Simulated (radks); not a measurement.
Isoelectronic series with 9 electrons, all held in the configuration [He] 2s2 2p5, which need not be the ground one along the series. Calculated with a radial shooting solver on a logarithmic mesh with Libxc functionals: non-relativistic Kohn-Sham, PBE, spin-polarised, spherical densities, point nucleus; open shells are filled with parallel spins first (spin-orbit coupling, left out, can overturn this in heavy ions). Total energies (hartree) and orbital eigenvalues (eV):

ion    E (hartree)    2p down      2p up    2s down      2s up
F        -99.66566   -10.2351   -11.8637   -28.8874   -30.5910
Mg3+    -196.15359   -94.7065   -97.5213  -127.2710  -129.8888
P6+     -326.48698  -242.0675  -246.0559  -288.7615  -292.3026
Ar9+    -490.60554  -451.1582  -456.3143  -512.0261  -516.4840
Sc12+   -688.49155  -721.7089  -728.0297  -796.7617  -802.1320
Cr15+   -920.13754  -1053.615  -1061.099  -1142.855  -1149.135
Co18+  -1185.53980  -1446.826  -1455.472  -1550.252  -1557.440
Zn21+  -1484.69625  -1901.316  -1911.123  -2018.926  -2027.021
As24+  -1817.60566  -2417.067  -2428.035  -2548.861  -2557.861
Kr27+  -2184.26723  -2994.071  -3006.199  -3140.046  -3149.951
Mo33+  -3018.84485  -4331.810  -4346.258  -4506.145  -4517.858
